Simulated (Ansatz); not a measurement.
Abridged output of a molecular run in Ansatz:

```
Functional definition: HF
1466 factors; integrals over basis functions are off by at most 1.1e-3 eV
mean field evaluation 1: about -75488.6348 eV, gradient 4.2e1 eV
mean field evaluation 2: about -75488.9209 eV, gradient 4.3e1 eV
mean field evaluation 4: about -75493.3628 eV, gradient 5.3e0 eV
mean field evaluation 8: about -75493.4998 eV, gradient 5.9e-1 eV
mean field evaluation 16: about -75493.5048 eV, gradient 3.0e-6 eV
mean field -75493.50481310 eV, -2774.3351305461 hartree, gradient 3.0e-6 eV, S^2 0.000000; 0 other end points of the search recorded, 0 dependent functions left out
17 core orbitals not correlated: weight in the atoms' cores, before any rotation towards them, 1.000 or more for the frozen orbitals, at most 0.000 for the correlated occupied ones
reference -75493.50481310 eV, -2774.3351305461 hartree; 18, 18 occupied and 204, 204 virtual orbitals, 1466 factors
second order -23.66820331 eV of doubles, -0.00000000 eV of singles
cycle   1  -23.46364002 eV  change    2.0e-1 eV  update   1.3e-1
cycle   2  -24.14528757 eV  change   -6.8e-1 eV  update   3.9e-2
cycle   3  -24.29776250 eV  change   -1.5e-1 eV  update   2.2e-2
cycle   4  -24.27994459 eV  change    1.8e-2 eV  update   6.8e-3
cycle   5  -24.27835041 eV  change    1.6e-3 eV  update   4.1e-3
cycle   6  -24.28006656 eV  change   -1.7e-3 eV  update   1.6e-3
cycle   7  -24.27928010 eV  change    7.9e-4 eV  update   7.3e-4
cycle   8  -24.27913567 eV  change    1.4e-4 eV  update   2.7e-4
cycle   9  -24.27929253 eV  change   -1.6e-4 eV  update   9.9e-5
cycle  10  -24.27925670 eV  change    3.6e-5 eV  update   4.6e-5
cycle  11  -24.27925207 eV  change    4.6e-6 eV  update   1.8e-5
perturbative correction -1.17329850 eV, -0.0431179247 hartree
Total energy: -75518.95736368 eV, -2775.2704945274 hartree
```

Its atoms:

Z-matrix (Å, degrees):
```
Al
N 1 1.817
C 1 2.561 2 27.1
Se 1 3.070 2 66.5 3 -0.0
C 1 1.967 2 104.4 3 -0.0
H 1 1.578 2 125.6 3 -180.0
H 3 1.097 1 165.2 2 0.1
H 5 1.092 1 113.7 2 118.0
H 5 1.092 1 113.7 2 -118.0
```

**Question.** Which basis set was used?
A. def2-TZVPPD
B. def2-TZVPP
C. def2-QZVPP
D. cc-pV(Q+d)Z

**Answer.** B. It gives 239 functions.

**Question.** Write the keys of the input that set method, charge and spin (a neutral closed shell needs none for the last two).

**Answer.** 
```yaml
correlation: {method: ccsd_t}
```
